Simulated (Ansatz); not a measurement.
Reaction (formal hydrolysis of a C–Te bond): `[SiH3]C(Cl)[TeH]` + H₂O → `OC([SiH3])Cl` + H₂Te

Isolated molecules relaxed with PBE0-D4/def2-TZVP in Ansatz; ΔE leaves out vibrations. CCSD(T)/CBS is the MP2 limit (def2-TZVPP, def2-QZVPP) plus CCSD(T) − MP2 in def2-TZVPP, frozen cores. This one scheme is used for every species. def2 core potentials past Kr. For Te outer-core shells are correlated without core-valence functions, which leaves a few kJ/mol of doubt a bond. One conformer a species, not always the lowest.

`[SiH3]C(Cl)[TeH]`:

```xyz
9

Si   -0.571   -0.429   -0.863
C    -0.070    0.754    0.516
Cl   -1.113    0.478    1.940
Te    2.033    0.632    0.924
H    -2.033   -0.318   -1.105
H     0.174   -0.073   -2.097
H    -0.234   -1.810   -0.439
H    -0.216    1.792    0.211
H     2.028   -1.027    0.912
```

H₂O:

Cartesian coordinates in Å:
```
O 0.092 0.351 0.141
H -0.716 -0.145 0.291
H 0.623 -0.205 -0.432
```

`OC([SiH3])Cl`:

Z-matrix (Å, degrees):
```
C
Si 1 1.902
Cl 1 1.826 2 106.8
O 1 1.378 2 109.8 3 -121.4
H 1 1.094 2 112.4 3 112.4
H 2 1.481 1 108.6 3 60.8
H 2 1.483 1 107.9 3 -59.7
H 2 1.486 1 108.9 3 -178.8
H 4 0.963 1 109.7 2 -175.5
```

H₂Te:

```xyz
3

Te   -0.210   -0.732   -0.157
H     1.124    0.193   -0.481
H    -0.914    0.539    0.638
```

```tsv
species	CCSD(T)/CBS(def2) energy (Eh)
`[SiH3]C(Cl)[TeH]`	-1057.62493
H₂O	-76.37941
`OC([SiH3])Cl`	-865.07237
H₂Te	-268.91024
```

Work out ΔE.

ΔE = (-865.07237) + (-268.91024) − (-1057.62493) − (-76.37941) = 0.02173 Eh = +57.1 kJ/mol.

Largest T1 diagnostic among the species: 0.011.

In def2-TZVPP, CCSD(T) changes the Hartree–Fock value by +29.1 kJ/mol (the triples alone add +4.1 kJ/mol) and MP2 by +45.1 kJ/mol. The D4 term adds +12.2 kJ/mol with B3LYP and +6.5 kJ/mol with PBE0; it sums over pairs of atoms, weighted by their polarisabilities, and B3LYP, whose exchange is more repulsive, gets the larger term.

B3LYP here is the variant with VWN-RPA as its local correlation; programs differ in this.
